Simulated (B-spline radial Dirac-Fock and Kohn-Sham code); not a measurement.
## Photoionisation of boron ions at Ag Lα (2984.4 eV)

Method: Dirac-Hartree-Slater photoionisation with all multipoles and Dirac-Fock thresholds. Computed with a radial finite-basis atomic code. Cross sections in kb; a dash marks an empty subshell or a threshold above the photon energy.

```csv
ion,configuration,total,1s,2s,2p1/2,2p3/2
B,[He] 2s2 2p1,0.8516,0.813,0.0387,6.68e-05,0.000132
B³⁺,1s2,0.8451,0.845,–,–,–
B⁴⁺,1s1,0.4474,0.447,–,–,–
```
